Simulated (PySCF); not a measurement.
C₄H₉ (SMILES C[C-](C)C), charge -1, singlet, at a GFN2-xTB geometry (in this run its highest filled SCF level lies above zero, so its values depend strongly on the basis, on diffuse functions most of all). Base run: R2SCAN/STO-3G (PySCF).

Here is a job for PySCF.
```python
from pyscf import gto, scf, dft

mol = gto.M(
    atom='''
C     0.00366132   -0.00257993    0.50987381
C     0.00604899    1.42125247   -0.05700883
H    -0.00171725    1.48743097   -1.17683124
H    -0.87186003    1.98005613    0.29102195
H     0.89392380    1.97203055    0.27830152
C     1.22682796   -0.71573222   -0.07658806
H     1.27104904   -0.74055799   -1.19724426
H     2.15487708   -0.23527963    0.25807796
H     1.26497933   -1.76050060    0.25675066
C    -1.23425894   -0.70454644   -0.05885878
H    -1.29484415   -0.72889586   -1.17875997
H    -1.27709886   -1.74894672    0.27506338
H    -2.15298495   -0.21570016    0.28911112
''',
    basis='sto-3g',
    charge=-1,
    verbose=4,
    symmetry=True,
)

mf = dft.RKS(mol)
mf.xc = 'r2scan'
mf.kernel()
mf.analyze()
```

Variants of this job, named by their change:

```json
[
 {"change": "base", "ΔE vs base (mEh)": "0.000", "point group used": "Cs", "SCF cycles": "7"},
 {"change": "symmetry = off", "ΔE vs base (mEh)": "0.000", "point group used": "C1", "SCF cycles": "7"},
 {"change": "irrep_nelec = A':24 A\":10", "ΔE vs base (mEh)": "1195.0", "point group used": "Cs", "SCF cycles": "12"},
 {"change": "irrep_nelec = A':20 A\":14", "ΔE vs base (mEh)": "841.1", "point group used": "Cs", "SCF cycles": "12"}
]
```
